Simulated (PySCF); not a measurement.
How methods differ on the ionisation energy of Fe³⁺

Fe³⁺ [Ar] 3d5 [3d3/2^4 3d5/2^1, M_J = 5/2] → Fe⁴⁺ [Ar] 3d4 [3d3/2^4, M_J = 0], as a difference of total energies. Calculation: PySCF 2.14, in x2c-QZVPPall-2c (11s9p5d4f2g, 109 functions); the two-component X2C-1e Hamiltonian. Correlated levels: [Ne] frozen; the 8 highest virtual spinors dropped. "Screened" scales the spin-orbit matrix elements by Boettger's factors to mimic the two-electron term; Breit and QED terms are absent.

| method | ionisation energy (eV) | error (eV) |
| --- | --- | --- |
| GHF (spin-free) | 53.763 | -1.147 |
| GMP2 (spin-free) | 54.927 | +0.017 |
| GHF (screened spin-orbit) | 53.689 | -1.221 |
| GMP2 (screened spin-orbit) | 54.853 | -0.057 |

Reference: 54.91 ± 0.04 eV (measured; NIST Atomic Spectra Database, ionization energies).

Errors of the correlated levels include the incompleteness of this basis and the frozen core.

The labels give the starting determinants; with spin-orbit coupling the two ends relaxed to ⟨J²⟩ = 8.75, ⟨L²⟩ = 0.00, ⟨S²⟩ = 8.75 and ⟨J²⟩ = 3.90, ⟨L²⟩ = 6.00, ⟨S²⟩ = 6.00.

The determinant of Fe⁴⁺ mixes levels of different J (the jj label is only the starting occupation), so the difference between spin-free and spin-orbit rows is not the physical spin-orbit shift.
